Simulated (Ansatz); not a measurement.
One change: `O=CO` becomes `O=C[TeH]`.

Ansatz, PBE0-D4/def2-TZVP geometries, multiplicity 1. Each molecule was computed in one conformer, which needn't be the lowest.

Elements past krypton have def2 core potentials.

```tsv
property	`O=CO`
HOMO energy (B3LYP/def2-TZVPP) / eV	-8.31
HOMO energy (ωB97M-V/def2-TZVPP) / eV	-11.00
HOMO–LUMO gap (PBE/def2-TZVPP) / eV	5.56
size of the dipole moment (ωB97M-V/def2-TZVPP) / D	1.55
LUMO energy (B3LYP/def2-TZVPP) / eV	-0.44
HOMO–LUMO gap (PBE0/def2-TZVPP) / eV	8.44
```

(1) Give the same properties after the change, and the shifts. (Best estimate.)

Results:

(1) The calculation gave: 
```tsv
property	`O=C[TeH]`	shift
HOMO energy (B3LYP/def2-TZVPP) / eV	-6.76	1.55
HOMO energy (ωB97M-V/def2-TZVPP) / eV	-9.01	1.99
HOMO–LUMO gap (PBE/def2-TZVPP) / eV	3.64	-1.92
size of the dipole moment (ωB97M-V/def2-TZVPP) / D	2.17	0.62
LUMO energy (B3LYP/def2-TZVPP) / eV	-1.50	-1.06
HOMO–LUMO gap (PBE0/def2-TZVPP) / eV	5.70	-2.74
```

With PBE0 the HOMO rises by 1.59 eV and the LUMO falls by 1.16 eV, so the gap narrows by about 2.75 eV. PBE moves the HOMO by 0.90 eV and ωB97M-V by 1.99 eV. Dipoles are sizes alone; their direction can turn.

B3LYP here is the variant with VWN-RPA as its local correlation; programs differ in this.

Spin–orbit coupling is left out; it splits and shifts lone-pair levels of the heavy atoms by tenths of an eV.
